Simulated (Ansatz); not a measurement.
The cluster Nb3Te4⁺ (the lowest singlet isomer of a short search) was relaxed with PBE-D4 (def2-SVP) in Ansatz in these states: charge +1 quintet, charge +1 singlet, charge +1 triplet. The geometries follow in no particular order.

In the def2 sets Nb, Te take a core potential; there is no spin–orbit coupling.

A:

Cartesian coordinates in Å:
```
Nb 1.3672 -0.1748 -0.8220
Nb -0.1287 1.1177 1.1604
Nb -0.7230 -1.2192 0.2407
Te -0.1946 -1.6599 -2.3971
Te 0.8472 2.4618 -0.9507
Te -2.7152 0.5193 0.9110
Te 1.5472 -1.0449 1.8576
```

B:

```xyz
7

Nb   -0.3232   -0.7891   -1.3346
Nb   -0.6419   -0.6203    1.3101
Nb   -0.1103    1.5759   -0.1128
Te    1.6719    0.8748   -1.9851
Te    0.8443   -2.5899    0.2678
Te    1.1754    1.1365    2.1953
Te   -2.6162    0.4121   -0.3408
```

C:

```xyz
7

Nb    1.422   -0.370   -0.813
Nb   -1.193   -1.175    0.128
Nb   -0.364    1.361    0.153
Te    2.282    1.984    0.221
Te    1.048   -2.523    0.753
Te   -2.314    0.569    1.875
Te   -0.882    0.155   -2.316
```

Task: Judge from the bond lengths which geometry belongs to which state (an estimate).

Result: A is the charge +1 triplet (Nb1–Nb2 2.800 Å, Nb1–Nb3 2.567 Å, Nb2–Nb3 2.581 Å); B is the charge +1 singlet (Nb1–Nb2 2.669 Å, Nb1–Nb3 2.670 Å, Nb2–Nb3 2.670 Å); C is the charge +1 quintet (Nb1–Nb2 2.893 Å, Nb1–Nb3 2.668 Å, Nb2–Nb3 2.669 Å).

The restricted singlet is unstable towards broken spin symmetry in Hartree–Fock (as tested in another run); at PBE-D4/def2-SVP this wasn't settled. At PBE0-D4/def2-TZVP a singlet lies 0.87 eV below the charge +1 triplet. At PBE0-D4/def2-TZVP a singlet lies 2.01 eV below the charge +1 quintet. These are the stationary points nearest to one start from a short search; other shapes may lie lower in each state.
